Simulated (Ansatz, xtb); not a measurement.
CH5FSi2+: which of two conformers lies lower

Structure a: the doublet with the links of `C[SiH][SiH+]F`. Structure b: the doublet with the links of `C[SiH][SiH+]F`. Both are isolated ions in the gas phase, relaxed with B3LYP/6-31G*.

a (Å):

```json
{"atom": "C", "x (Å)": "-1.2580", "y (Å)": "0.4639", "z (Å)": "1.6516"}
{"atom": "F", "x (Å)": "0.0662", "y (Å)": "-2.4055", "z (Å)": "-2.1885"}
{"atom": "Si", "x (Å)": "-0.4566", "y (Å)": "-0.9358", "z (Å)": "0.7242"}
{"atom": "Si", "x (Å)": "-0.6654", "y (Å)": "-1.1780", "z (Å)": "-1.5015"}
{"atom": "H", "x (Å)": "-1.8472", "y (Å)": "1.1172", "z (Å)": "1.0022"}
{"atom": "H", "x (Å)": "-0.4814", "y (Å)": "1.0603", "z (Å)": "2.1475"}
{"atom": "H", "x (Å)": "-1.9124", "y (Å)": "0.0522", "z (Å)": "2.4308"}
{"atom": "H", "x (Å)": "0.3849", "y (Å)": "-1.9548", "z (Å)": "1.3789"}
{"atom": "H", "x (Å)": "-1.4305", "y (Å)": "-0.3407", "z (Å)": "-2.4435"}
```

b (Å):

```xyz
9

C    -0.8813    2.5100    0.5532
F    -2.2704   -0.6356   -1.5905
Si   -0.0657    0.8472    0.3886
Si   -0.8891   -0.8458   -0.8389
H    -1.0680    2.7190    1.6143
H    -1.8272    2.5586    0.0068
H    -0.2047    3.2853    0.1714
H     1.2252    0.5114    1.0202
H    -0.3119   -2.1902   -1.0195
```

Problem. Estimate which is lower in electronic energy at CCSD(T)/def2-SVP + ΔMP2/def2-TZVPP, and by roughly how much.

Solution. Too close to call at this level: CCSD(T)/def2-SVP + ΔMP2/def2-TZVPP gives E(b) − E(a) = −0.56 kcal/mol.

How the difference moves with the method:

```csv
level,geometry,E(b) − E(a) (kcal/mol),departure from the last row (kcal/mol),"job, with rough time for the two"
B3LYP/6-31G*,B3LYP/6-31G*,−0.47,+0.10,"optimisation, 3.7 min"
HF/def2-SVP,B3LYP/6-31G*,−0.58,−0.01,part of the CCSD(T) run
MP2/def2-SVP,B3LYP/6-31G*,−0.53,+0.03,part of the CCSD(T) run
CCSD(T)/def2-SVP,B3LYP/6-31G*,−0.53,+0.04,single point
CCSD(T)/def2-SVP + ΔMP2/def2-TZVPP,B3LYP/6-31G*,−0.56,,"single point, 65 s"
```

The largest departure from CCSD(T)/def2-SVP + ΔMP2/def2-TZVPP is that of B3LYP/6-31G*, 0.10 kcal/mol. Levels run at GFN2-xTB geometries aren't shown. The last row adds to CCSD(T) the change of the MP2 difference between the two basis sets, here −0.04 kcal/mol.

With harmonic frequencies from B3LYP/6-31G* (ideal gas, rigid rotor, one conformer each, 298.15 K, 1 atm): on the last row, ΔE + ΔZPE = −0.50 kcal/mol. A mode under 50 cm⁻¹ makes harmonic enthalpies and free energies unreliable, so none is given.

Open shells are spin-unrestricted. The correlated steps freeze 12 core orbitals. Programs: Ansatz 0.2.0; the last row on 1 thread of Intel(R) Xeon(R) Platinum 8259CL CPU @ 2.50GHz (Skylake/Cascade Lake) on a shared host.
